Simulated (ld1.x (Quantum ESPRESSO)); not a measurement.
## u(r) = r·R(r): atom against pseudo-atom (P)

Columns: radius, all-electron u(r) and pseudo u(r) of the 3s shell (level -14.00 eV) of phosphorus in the configuration [Ne] 3s2 3p3; BP86, non-relativistic, ultrasoft scheme, ld1.x (Quantum ESPRESSO) 7.5.

| r (bohr) | all-electron | pseudo |
| --- | --- | --- |
| 0.095 | 0.1335 | 0.0649 |
| 0.190 | -0.1568 | 0.1298 |
| 0.285 | -0.3415 | 0.1945 |
| 0.380 | -0.3702 | 0.2589 |
| 0.475 | -0.2889 | 0.3227 |
| 0.570 | -0.1484 | 0.3854 |
| 0.665 | 0.0145 | 0.4466 |
| 0.760 | 0.1767 | 0.5055 |
| 0.855 | 0.3251 | 0.5614 |
| 0.950 | 0.4533 | 0.6133 |
| 1.045 | 0.5591 | 0.6604 |
| 1.140 | 0.6428 | 0.7015 |
| 1.235 | 0.7056 | 0.7359 |
| 1.330 | 0.7496 | 0.7626 |
| 1.425 | 0.7770 | 0.7810 |
| 1.520 | 0.7899 | 0.7905 |
| 1.615 | 0.7909 | 0.7909 |
| 1.710 | 0.7821 | 0.7821 |
| 1.805 | 0.7656 | 0.7656 |
| 1.900 | 0.7430 | 0.7430 |
| 1.995 | 0.7160 | 0.7160 |
| 2.090 | 0.6858 | 0.6858 |
| 2.185 | 0.6535 | 0.6535 |
| 2.280 | 0.6199 | 0.6199 |
| 2.375 | 0.5858 | 0.5858 |
| 2.470 | 0.5517 | 0.5517 |

Task: How many radial nodes do the two functions have?

Result: The all-electron 3s function has n − l − 1 = 2; the pseudo-wave has 0, since the states of the same l below it are removed with the core.

Task: At about which radius was the pseudo-wave matched?

Result: 1.65 bohr, where the columns begin to agree (steps of 0.10 bohr).

Task: Where does each function peak?

Result: Outermost all-electron maximum near 1.61 bohr, pseudo maximum near 1.61 bohr (to the table’s step).

Task: Is the pseudo-wave norm-conserving?

Result: No, it belongs to an ultrasoft set: the norm inside the radius is not constrained, and the difference is carried by the augmentation charge.
